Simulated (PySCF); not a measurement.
C3H9ClSi, SMILES C[C@H](Cl)C[SiH3]. Heavy atoms are numbered as in [CH3:1][C@H:2]([Cl:3])[CH2:4][SiH3:5]. Hydrogens are named by the atom that carries them.

Geometry: B3LYP-D3(BJ)/def2-SVP. The structure was generated by enumeration; whether it is a known compound was not checked. The values are those of a single conformer.

These are PBE/def2-TZVP (PySCF) values and carry that method's errors.

ESP charges are fitted to the potential on shells at 1.4 to 2.0 van der Waals radii. Atomic charges (e), one atom of each kind:

```csv
atom,Mulliken,ESP fit,IAO
C1 (CH3),-0.35,-0.48,-0.43
C2 (CH),0.01,0.16,-0.06
Cl3,-0.18,-0.22,[?]
C4 (CH2),-0.27,-0.31,[?]
Si5 (SiH3),0.11,0.26,[?]
H on C1,0.13,0.14,[?]
H on C2,0.12,0.10,0.16
H on C4,0.12,0.14,0.16
H on Si5,-0.02,-0.07,-0.11
```

Task: Fill in the missing entries. (The exact figures need the calculation; the answer reports its results.)

Result: 
- Cl3, IAO: -0.15
- C4 (CH2), IAO: -0.54
- Si5 (SiH3), IAO: 0.55
- H on C1, IAO: 0.15

Task: Give the Mayer and Wiberg (Löwdin basis) orders of the bonds. (Estimate from the structure and the level; the computed values follow.)

Result: 
```csv
bond,Mayer,Wiberg
C1–C2,1.01,1.30
C2–Cl3,1.02,1.48
C2–C4,1.01,1.27
C4–Si5,0.98,1.16
```
